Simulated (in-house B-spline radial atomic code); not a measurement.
**Response and correlation of the cadmium ion Cd²⁺**

Closed shell [Kr] 4d10. Computed with an all-electron radial atomic-structure program (B-spline basis): Dirac-Hartree-Fock, relativistic RPA (time-dependent Dirac-Hartree-Fock) for the response and second-order many-body perturbation theory for correlation, no-pair Dirac-Coulomb Hamiltonian, finite nucleus, speed of light scaled by 100 (non-relativistic limit).

Command:
```bash
python run_mb.py task.json out
```
Settings (nuclear radius in fm, box in bohr, cutoff in hartree):
```
basis_form          2
Z                   48
core_configuration  [Kr] 4d10
rms_radius          4.6087
mass_number         114
speed_of_light      13703.59991
box_radius          18.686
lmax                7
intervals           64
virtual_cutoff      57600.0
```

Run time, properties included: 12 s on 1 thread of Intel(R) Xeon(R) Platinum 8488C, with other jobs on the host.

```tsv
multipole (bohr³, bohr⁵, bohr⁷)	uncoupled	coupled RPA
dipole	4.9826	4.7031
quadrupole	11.452	15.876
octupole	55.614	?
```

**Question.** What is the coupled octupole polarisability?

**Answer.** 74.32 atomic units, +34 % against the uncoupled value.

**Question.** Which subshells carry the dipole polarisability?

**Answer.** 4d5/2 58.7 %, 4d3/2 39.1 %, 4p3/2 1.1 %.

**Question.** What does the dipole shielding factor come to?

**Answer.** The dipole shielding factor is 0.958, against the exact N/Z = 46/48 = 0.958 of the non-relativistic theorem.

Dipole polarisability at imaginary frequency:

```tsv
u (Eh)	α(iu) (bohr³)
0	4.703
0.104	4.661
0.26	4.462
0.52	3.932
0.779	3.374
1.04	2.88
1.56	2.126
2.08	1.609
2.6	1.248
3.64	0.8041
5.2	0.4755
7.79	0.2515
10.4	0.1581
15.6	0.0828
26	0.03674
52	0.01163
```

**Question.** What dispersion coefficients follow for two such ions (the dispersion part alone)?

**Answer.** C6 = (3/π)∫α(iu)²du = 23.34 hartree·bohr⁶ and C8 = 334.6 hartree·bohr⁸.

Lowest J = 1 odd-parity excitations:

| energy (eV) | oscillator strength | leading channel | weight |
| --- | --- | --- | --- |
| 18.229 | 4.02e-10 | 4d3/2 → p3/2 | 0.532 |
| 19.556 | 2.46e-08 | 4d3/2 → p1/2 | 0.499 |
| 19.607 | 0.727 | 4d5/2 → p3/2 | 0.597 |
| 28.763 | 1.14e-10 | 4d3/2 → p3/2 | 0.532 |
| 29.078 | 0.0564 | 4d5/2 → p3/2 | 0.594 |
| 29.137 | 7.1e-09 | 4d3/2 → p1/2 | 0.499 |
| 30.591 | 2.99e-12 | 4d5/2 → f5/2 | 0.513 |
| 30.792 | 5.11e-09 | 4d5/2 → f5/2 | 0.457 |

Second-order correlation energy by the highest angular momentum of the excited pair (hartree): s -0.02288, p -0.2184, d -0.7028, f -1.021, g -0.3388, h -0.149, i -0.06821, k -0.03499.

**Question.** What is the second-order correlation energy at the partial-wave limit?

**Answer.** The listed waves sum to -2.5563 hartree; extrapolating the increments as (l + 1/2)⁻⁴ gives -2.6278 hartree, -1.55 eV per electron.
